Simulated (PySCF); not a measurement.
These are PBE-D3(BJ)/def2-TZVP // TPSS-D3(BJ)/def2-SVP run with PySCF 2.14.0 values and carry that method's errors. All species are isolated molecules in the gas phase. 

Reference species: [Ti(Cl)3(F)] (neutral, multiplicity 1).

HOMO–LUMO gap: 3.71 eV
charge on the central atom (meta-Löwdin): 1.16 e
HOMO: -8.28 eV

After one change: the HOMO–LUMO gap falls by 0.07 eV; the charge on the central atom (meta-Löwdin) drops by 0.14 e; the HOMO is nearly the same.

Task: Name the change that produced these shifts. The new species is one of these.
(A) [Ti(Cl)4]
(B) [Ti(Cl)(F)3]
(C) [Ti(F)4]
(D) [Ti(Cl)2(F)2]

Result: A, [Ti(Cl)4]
